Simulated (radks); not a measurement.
Species: the samarium ion Sm3+. Configuration: [Xe] 4f(up 5, down 0). All-electron calculation, non-relativistic Kohn-Sham, PBE, spin-polarised, spherical densities, point nucleus; relativity is left out, which matters for an element this heavy. Program: a radial shooting solver on a logarithmic mesh with Libxc functionals.

Local quantities along the radius. ELF = 1/(1 + alpha^2) is the electron localisation function; alpha = (tau - tau_W)/tau_unif compares the Pauli kinetic energy density with that of the uniform gas (summed over spins); r v_xc is r times the local exchange-correlation potential of spin up (hartree bohr).

| r (bohr) | ELF | alpha | r v_xc |
|---|---|---|---|
| 0.001421 | 0.999 | 0.02303 | -0.1083 |
| 0.001866 | 0.999 | 0.02480 | -0.1296 |
| 0.002468 | 0.999 | 0.02743 | -0.1573 |
| 0.003266 | 0.999 | 0.03135 | -0.1917 |
| 0.004322 | 0.999 | 0.03743 | -0.2335 |
| 0.005718 | 0.998 | 0.04734 | -0.2830 |
| 0.007505 | 0.996 | 0.06397 | -0.3372 |
| 0.00993 | 0.991 | 0.09603 | -0.3964 |
| 0.01314 | 0.974 | 0.1628 | -0.4535 |
| 0.01739 | 0.910 | 0.3153 | -0.5006 |
| 0.023 | 0.691 | 0.6681 | -0.5317 |
| 0.03019 | 0.395 | 1.237 | -0.5498 |
| 0.03995 | 0.338 | 1.399 | -0.5948 |
| 0.05286 | 0.552 | 0.9011 | -0.7314 |
| 0.06994 | 0.725 | 0.6152 | -0.8644 |
| 0.0918 | 0.644 | 0.7439 | -0.9158 |
| 0.1215 | 0.379 | 1.281 | -0.9074 |
| 0.1607 | 0.460 | 1.083 | -1.030 |
| 0.2126 | 0.722 | 0.6210 | -1.211 |
| 0.2814 | 0.613 | 0.7942 | -1.170 |
| 0.3693 | 0.217 | 1.898 | -1.006 |
| 0.4886 | 0.571 | 0.8664 | -1.280 |
| 0.6465 | 0.738 | 0.5965 | -1.411 |
| 0.8554 | 0.448 | 1.111 | -1.244 |
| 1.132 | 0.306 | 1.507 | -1.110 |
| 1.486 | 0.652 | 0.7307 | -1.135 |
| 1.966 | 0.721 | 0.6213 | -0.9643 |
| 2.601 | 0.400 | 1.224 | -0.6441 |
| 3.441 | 0.043 | 4.725 | -0.4672 |
| 4.553 | 0.001 | 39.21 | -0.1950 |

On this mesh the ELF has minima near r = 0.035, 0.14, 0.37, 0.98 bohr, which separate the shells, and maxima near 0.070 (0.73), 0.24 (0.73), 0.65 (0.74), 1.7 (0.74).
